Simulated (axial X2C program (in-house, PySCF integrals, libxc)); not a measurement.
Results of a calculation; reference values are marked as such.
## AlTi: input and output

Program: an in-house all-electron X2C program for linear molecules (integrals from PySCF).

Input:
```json
{"zs": [22, 13], "q": 0, "bas": ["dyall-cv3z", "dyall-v3z"], "levels": ["PBE0", "HF", "BHandHLYP"], "cc": true, "r0": 2.62, "thr": -2.0, "nmax": 90, "npts": 10, "nst": 2, "ntry": 6}
```
```bash
python so2c.py task.json out
```

Keys: zs atomic numbers; q charge; bas basis sets; levels methods; cc coupled cluster on or off; r0 starting distance in Å; thr threshold in hartree for freezing inner shells (an s shell follows its p shell); nmax most natural virtual spinors; npts points on the curve; nst determinants followed; ntry starts of the search. HF also brings MP2.

Output of the HF step, two-component, at R = 2.494 Å for the state Ω = 1/2. It starts from PBE0 orbitals of this distance.

```
two-component X2C + atomic mean field  HF
basis functions 165  fitting functions 961  grid points 5081
iter        total energy     max residual
   1      -1094.808501991     1.92e-01
   2      -1094.832525087     2.41e-02
   3      -1094.842383443     8.21e-02
   4      -1094.848850370     4.09e-02
   5      -1094.853189196     1.58e-02
   6      -1094.854296151     1.73e-02
   7      -1094.855677538     3.14e-03
   8      -1094.856232618     5.10e-03
   9      -1094.856676528     5.07e-03
  10      -1094.856822812     1.83e-03
  11      -1094.856874994     6.08e-04
  12      -1094.856891020     8.14e-04
  13      -1094.856897452     3.56e-04
  14      -1094.856899393     1.38e-04
  15      -1094.856900271     1.43e-04
  16      -1094.856900750     9.99e-05
  17      -1094.856901060     6.62e-05
  18      -1094.856901296     5.19e-05
  19      -1094.856901523     6.94e-05
  20      -1094.856901736     6.35e-05
  21      -1094.856901891     4.90e-05
  22      -1094.856901974     2.17e-05
  23      -1094.856902027     2.05e-05
  24      -1094.856902094     3.92e-05
  25      -1094.856902208     5.32e-05
  26      -1094.856902403     5.02e-05
  27      -1094.856902680     6.61e-05
  28      -1094.856902955     6.01e-05
  29      -1094.856903117     3.20e-05
  30      -1094.856903176     2.41e-05
  31      -1094.856903196     2.10e-05
  32      -1094.856903211     1.74e-05
  33      -1094.856903226     1.57e-05
  34      -1094.856903242     1.59e-05
  35      -1094.856903255     8.86e-06
  36      -1094.856903260     4.84e-06
  37      -1094.856903262     2.67e-06
converged
one-electron -1626.78804190  Coulomb 531.07973493  exact exchange -59.61183094  xc functional 0.00000000  nuclear repulsion 60.68351336  atomic mean-field constant -0.22027872
correlated 15  virtual 253  natural virtual 90  E(MP2) -0.410675750  MP2 remainder -0.029747431
iter   CCSD correlation   residual
   1     -0.399291984   1.52e-01
   2     -0.409937817   7.37e-02
   3     -0.413478030   5.19e-02
   4     -0.415493170   3.74e-02
   5     -0.417774944   2.33e-02
   6     -0.418390505   1.09e-02
   7     -0.418570112   5.36e-03
   8     -0.418661591   3.21e-03
   9     -0.418644977   2.04e-03
  10     -0.418696535   1.21e-03
  11     -0.418692305   6.24e-04
  12     -0.418708011   3.80e-04
  13     -0.418705635   2.26e-04
  14     -0.418706527   1.43e-04
  15     -0.418704946   9.70e-05
  16     -0.418704270   6.89e-05
  17     -0.418704186   5.01e-05
  18     -0.418704390   3.35e-05
  19     -0.418704428   1.99e-05
  20     -0.418704595   1.15e-05
  21     -0.418704445   7.67e-06
  22     -0.418704470   5.44e-06
  23     -0.418704400   3.54e-06
  24     -0.418704376   2.27e-06
  25     -0.418704361   1.39e-06
(T) -0.017716741  T1 0.0975  D1 0.2861  max T2 0.084
```
Energies are in hartree; totals compare only within one Hamiltonian and basis. T1 is large, a sign of multireference character or of a spin-contaminated reference. T1 in the output is the amplitude norm over the root of the electron number; divide by √2 for the Lee–Taylor value.
